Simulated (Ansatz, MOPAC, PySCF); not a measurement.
System: InCl2, charge 0, multiplicity 2. SMILES: [Cl][In][Cl]
Geometry from a B3LYP-D3(BJ)/def2-TZVP (Ansatz, a first-principles code) optimisation:
```
In
Cl 1 2.3859
Cl 1 2.3859 2 119.92
```
Charge 0, spin multiplicity 2.

Unscaled harmonic wavenumbers (cm⁻¹) in rising order, each level at the stationary point that it reaches from this structure (no distance between atoms moves by over 0.3 Å); the order of modes can differ between levels, and a negative number is imaginary. B3LYP-D3(BJ)/def2-TZVP (PySCF, at the structure above): 77, 299, 329.

PM6 (MOPAC): 92, 414, 439. Zero-point energy 1.4 against 1.0 kcal/mol.

HF/3-21G (Ansatz): 94, 334, 361. Zero-point energy 1.1 against 1.0 kcal/mol.

HF/6-31G* with LANL2DZ past Ar (Ansatz): 102, 322, 342. Zero-point energy 1.1 against 1.0 kcal/mol.
